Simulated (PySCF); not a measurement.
Vertical excitations of a molecule C₅H₉N from PySCF with TDA-LC-ωPBE/def2-SVPD, as energy in eV (oscillator strength): 6.40 (0.021), 6.76 (0.018), 7.35 (0.002), 7.82 (0.000), 7.87 (0.001), 7.95 (0.614), 8.12 (0.089), 8.21 (0.042), 8.65 (0.034), 8.75 (0.002). Lowest triplet (TDA): 4.11 eV. Geometry optimised at B3LYP-D3(BJ)/def2-SVP. Other conformers were not sampled.

Problem. Pick the molecule that these values belong to.
(A) C=CN=C(C)C
(B) C=C1CN(C)C1
(C) CC#CCNC
(D) C[C@]1(N)C=CC1

Solution. B, C=C1CN(C)C1
